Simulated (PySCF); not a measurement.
Chlorogermylene, ClGeH (singlet state).
InChI=1S/ClGeH/c1-2/h2H

Computed with PBE0-D3(BJ)/def2-TZVP geometry optimisation, gas phase (PySCF).

Take the most abundant isotopes and a rigid rotor. 

(1) What are A, B and C (MHz)?

(2) What kind of rotor is it?

(3) Give the coordinates in the principal-axis frame, origin at the centre of mass.

(4) Where do the levels up to J = 3 lie, in MHz?

(5) Predict some low-J microwave lines.

(6) Estimate the classical rotational partition function at 200 K and 298.15 K.

## Answers

(1) Ia = 2.53, Ib = 113.80, Ic = 116.34 u·Å²; 505379 MHz·u·Å²/I gives A = 199391, B = 4441, C = 4344 MHz.

(2) A near-prolate asymmetric top. Ray's parameter κ = (2B − A − C)/(A − C) = -0.999; −1 is the prolate and +1 the oblate limit.

(3) The sense of each axis is arbitrary; atoms in the order of the calculation.
```csv
atom,mass (u),a (Å),b (Å),c (Å)
Cl1,34.969,1.489,-0.003,0.000
Ge2,73.921,-0.693,0.023,0.000
H3,1.008,-0.816,-1.574,0.000
```

(4) Above 0(0,0):
J = 1: 1(0,1) 8785, 1(1,1) 203735, 1(1,0) 203831
J = 2: 2(0,2) 26355, 2(1,2) 221208, 2(1,1) 221498, 2(2,1) 806347, 2(2,0) 806347
J = 3: 3(0,3) 52709, 3(1,3) 247417, 3(1,2) 247998, 3(2,2) 832702, 3(2,1) 832702, 3(3,1) 1807693, 3(3,0) 1807693
The levels of one J sum to (2J + 1)J(J + 1)(A + B + C)/3.

(5) The dipole components are |μa| = 1.77 D, |μb| = 0.01 D, |μc| = 0.00 D; the mirror of this Cs structure is the ab plane, so μc vanishes by symmetry and there are no c-type lines. The squared components, which scale the intensities, stand as 1.00 : 0.00 (a : b). Some lines, for components of 0.1 D or more:

| type | branch | J(Ka,Kc) | MHz | lower level (cm⁻¹) |
| --- | --- | --- | --- | --- |
| a | Q | 3(1,2) ← 3(1,3) | 581 | 8.253 |
| a | R | 1(0,1) ← 0(0,0) | 8785 | 0.000 |
| a | R | 2(1,2) ← 1(1,1) | 17473 | 6.796 |
| a | R | 2(0,2) ← 1(0,1) | 17570 | 0.293 |
| a | R | 2(1,1) ← 1(1,0) | 17666 | 6.799 |
| a | R | 3(1,3) ← 2(1,2) | 26209 | 7.379 |
| a | R | 3(0,3) ← 2(0,2) | 26354 | 0.879 |
| a | R | 3(2,2) ← 2(2,1) | 26355 | 26.897 |
| a | R | 3(2,1) ← 2(2,0) | 26355 | 26.897 |
| a | R | 3(1,2) ← 2(1,1) | 26500 | 7.388 |

(6) Point group Cs, symmetry number σ = 1; q = (√π/σ)·√((kT/h)³/(ABC)), k/h = 20836.6 MHz/K: 7690 at 200 K, 14000 at 298.15 K.

Stationary, but not proved a minimum. These are rigid-rotor constants of the computed structure; measured ground-state constants (B0) also hold zero-point vibration. Quadrupole hyperfine structure (35Cl) is left out.

On Intel Xeon Platinum 8259CL at 2.50 GHz, one thread, no GPU, on a shared host, this took 16 s of wall time and 0.36 GiB of memory at its peak. That covers the optimisation of the geometry.
